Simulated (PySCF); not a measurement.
A structure optimised at PBE-D3(BJ)/def2-SVP, used in a PySCF frequency run:

```xyz
9

C      0.8816     1.1308     0.0000
C     -0.1222     0.0847     0.0000
C      0.3561    -1.3618     0.0000
O     -1.3304     0.3706     0.0000
H      1.9619     0.9139     0.0000
H      0.5400     2.1771     0.0000
H      0.9835    -1.5709     0.8915
H     -0.5189    -2.0364     0.0000
H      0.9835    -1.5709    -0.8915
```
Charge 0, spin multiplicity 2.

Q: Write its SMILES, formula and point group.

A: [CH2]C(C)=O, C₃H₅O, Cs

Q: What are its rotational constants (standard atomic weights)?

A: 10.748, 8.9793, 5.0488 GHz
